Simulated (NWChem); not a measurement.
System: C3H6O2; SMILES OC1COC1

The following NWChem deck was run.

```
start job
memory heap 200 mb stack 900 mb global 1100 mb
geometry units angstroms noautosym nocenter noautoz
  O     -0.038843    -1.735350    -0.324359
  C      0.026836    -0.545601     0.417807
  C     -1.028016     0.498681     0.017600
  O     -0.027420     1.531005    -0.103609
  C      1.031445     0.557928    -0.006310
  H      0.595836    -2.365586     0.060807
  H      0.046032    -0.733996     1.516503
  H     -1.504161     0.236088    -0.956909
  H     -1.818987     0.754444     0.756143
  H      1.499709     0.324595    -0.992790
  H      1.821302     0.861265     0.716847
end
basis spherical
  * library def2-svp
end
dft
  xc pbe0
  iterations 150
end
cosmo
  do_cosmo_smd true
  solvent cychexon
end
task dft energy
```

Excerpt of the output:

```
             Northwest Computational Chemistry Package (NWChem) 7.3.0
             --------------------------------------------------------

                             Geometry "geometry" -> ""
                             -------------------------

 Output coordinates in angstroms (scale by  1.889725989 to convert to a.u.)

  No.       Tag          Charge          X              Y              Z
 ---- ---------------- ---------- -------------- -------------- --------------
    1 O                    8.0000    -0.03884300    -1.73535000    -0.32435900
    2 C                    6.0000     0.02683600    -0.54560100     0.41780700
    3 C                    6.0000    -1.02801600     0.49868100     0.01760000
    4 O                    8.0000    -0.02742000     1.53100500    -0.10360900
    5 C                    6.0000     1.03144500     0.55792800    -0.00631000
    6 H                    1.0000     0.59583600    -2.36558600     0.06080700
    7 H                    1.0000     0.04603200    -0.73399600     1.51650300
    8 H                    1.0000    -1.50416100     0.23608800    -0.95690900
    9 H                    1.0000    -1.81898700     0.75444400     0.75614300
   10 H                    1.0000     1.49970900     0.32459500    -0.99279000
   11 H                    1.0000     1.82130200     0.86126500     0.71684700

 Effective nuclear repulsion energy (a.u.)     186.0992637393

                                 NWChem DFT Module
                                 -----------------

 Summary of "ao basis" -> "ao basis" (spherical)
 ------------------------------------------------------------------------------
       Tag                 Description            Shells   Functions and Types
 ---------------- ------------------------------  ------  ---------------------
 O                          def2-svp                 6       14   3s2p1d
 C                          def2-svp                 6       14   3s2p1d
 H                          def2-svp                 3        5   2s1p

 in cosmo_initialize ...
 calling solv_data for solv:cychexon

 solvent parameters
 solvname_short: cychexon
 solvname_long:  cyclohexanone
 dielec:       15.6190
 dielecinf:     2.1045
 nonaqueous SMD model solvent descriptors
 dielec:       15.6190
 sola:          0.0000
 solb:          0.5600
 solc:          0.0000
 solg:         49.7600
 solh:          0.0000
 soln:          1.4507

          ---------------
          -cosmo- solvent
          ---------------
 Cosmo: York-Karplus, doi: 10.1021/jp992097l
 dielectric constant -eps-     =  15.62
 screen = (eps-1)/(eps    )    =   0.93598
 surface charge correction     = lagrangian

   van der Waals surface
 --------------------------

[...]

                                COSMO-SMD solvation results
                                ---------------------------

             internal energy in gas <Psi(g)|H|Psi(g)> =      -267.822089868563
         internal energy in solvent <Psi(s)|H|Psi(s)> =      -267.821339825532
                               delta internal energy  =         0.000750043031 (    0.47 kcal/mol)
   total free energy in solvent <Psi(s)|H+V/2|Psi(s)> =      -267.829455638606
 polarization energy contribution <Psi(s)|V/2|Psi(s)> =        -0.008115813074 (   -5.09 kcal/mol)
    total free energy in solvent including G(SMD-CDS) =      -267.831549154224
                       G(SMD-CDS) energy contribution =        -0.002093515617 (   -1.31 kcal/mol)
     1 M fixed-concentration free energy of solvation =        -0.009459285661 (   -5.94 kcal/mol)

                       DFT Final Molecular Orbital Analysis
                       ------------------------------------

 Vector   18  Occ=2.000000D+00  E=-3.220817D-01
              MO Center= -2.4D-01,  1.1D-01,  1.1D-01, r^2= 2.8D+00
   Bfn.  Coefficient  Atom+Function         Bfn.  Coefficient  Atom+Function
  ----- ------------  ---------------      ----- ------------  ---------------
    47      0.306269   4 O  py               33     -0.264937   3 C  py
    18     -0.235925   2 C  px               50      0.229714   4 O  py
    31      0.188642   3 C  s                20     -0.182199   2 C  pz
    32      0.181407   3 C  px                3     -0.180035   1 O  s
     6      0.170525   1 O  pz               76     -0.166309   7 H  s

 Vector   19  Occ=2.000000D+00  E=-2.805104D-01
              MO Center=  1.5D-01, -7.1D-01, -5.2D-02, r^2= 2.6D+00
   Bfn.  Coefficient  Atom+Function         Bfn.  Coefficient  Atom+Function
  ----- ------------  ---------------      ----- ------------  ---------------
     4      0.357612   1 O  px                7      0.282978   1 O  px
     6     -0.278235   1 O  pz               59     -0.240051   5 C  s
    61      0.236782   5 C  py                9     -0.212128   1 O  pz
    18     -0.185318   2 C  px                5      0.182118   1 O  py
    47     -0.158882   4 O  py               60      0.155623   5 C  px

 Vector   20  Occ=2.000000D+00  E=-2.585050D-01
              MO Center= -1.1D-02,  9.7D-01, -1.1D-01, r^2= 2.3D+00
   Bfn.  Coefficient  Atom+Function         Bfn.  Coefficient  Atom+Function
  ----- ------------  ---------------      ----- ------------  ---------------
    48      0.529099   4 O  pz               51      0.406561   4 O  pz
    91      0.202838  10 H  s                81      0.194531   8 H  s
    92      0.177979  10 H  s                62     -0.162512   5 C  pz
    82      0.159696   8 H  s                86     -0.159208   9 H  s
    34     -0.150584   3 C  pz               96     -0.135558  11 H  s

 Vector   21  Occ=0.000000D+00  E= 6.683689D-02
              MO Center=  4.1D-01, -1.2D+00,  6.1D-01, r^2= 5.0D+00
   Bfn.  Coefficient  Atom+Function         Bfn.  Coefficient  Atom+Function
  ----- ------------  ---------------      ----- ------------  ---------------
    17      1.325127   2 C  s                77     -0.869370   7 H  s
    72     -0.864513   6 H  s                 3      0.585039   1 O  s
    97     -0.453466  11 H  s                87     -0.421299   9 H  s
    64      0.406837   5 C  py               36      0.366196   3 C  py
    22      0.361545   2 C  py               23      0.341741   2 C  pz

 Vector   22  Occ=0.000000D+00  E= 8.736137D-02
              MO Center= -5.5D-02,  4.9D-01,  3.2D-01, r^2= 4.8D+00
   Bfn.  Coefficient  Atom+Function         Bfn.  Coefficient  Atom+Function
  ----- ------------  ---------------      ----- ------------  ---------------
    31      0.945046   3 C  s                59      0.762363   5 C  s
    87     -0.765357   9 H  s                97     -0.694708  11 H  s
    45      0.673291   4 O  s                77     -0.605191   7 H  s
    82     -0.516336   8 H  s                36     -0.477113   3 C  py
    63      0.477573   5 C  px               92     -0.463506  10 H  s

 Vector   23  Occ=0.000000D+00  E= 1.145367D-01
              MO Center=  1.2D-01,  1.3D-01, -8.2D-01, r^2= 5.2D+00
   Bfn.  Coefficient  Atom+Function         Bfn.  Coefficient  Atom+Function
  ----- ------------  ---------------      ----- ------------  ---------------
    92      1.343415  10 H  s                82      1.230825   8 H  s
    59     -0.937856   5 C  s                31     -0.747012   3 C  s
    77     -0.612047   7 H  s                65      0.538702   5 C  pz
    37      0.524042   3 C  pz               23      0.367629   2 C  pz
    45      0.356431   4 O  s                63     -0.221251   5 C  px

     Multipole analysis of the density
     ---------------------------------

     L   x y z        total         alpha         beta         nuclear
     -   - - -        -----         -----         ----         -------
     0   0 0 0     -0.000000    -20.000000    -20.000000     40.000000

     1   1 0 0      0.475992     -0.037164     -0.037164      0.550320
     1   0 1 0     -0.902096     -0.931131     -0.931131      0.960166
     1   0 0 1      0.712089      0.118469      0.118469      0.475151

     2   2 0 0    -19.941215    -53.254053    -53.254053     86.566891
     2   1 1 0     -2.182869      0.020643      0.020643     -2.224156
     2   1 0 1      0.076267     -0.015171     -0.015171      0.106608
     2   0 2 0    -24.315187   -111.426072   -111.426072    198.536957
     2   0 1 1     -1.302950     -2.937935     -2.937935      4.572919
     2   0 0 2    -21.934495    -23.943477    -23.943477     25.952459
```

Level: PBE0/def2-SVP, SMD on the gas-phase geometry. Coordinates come from a PBE-D3(BJ)/def2-SVP optimisation. Solvent: cyclohexanone.
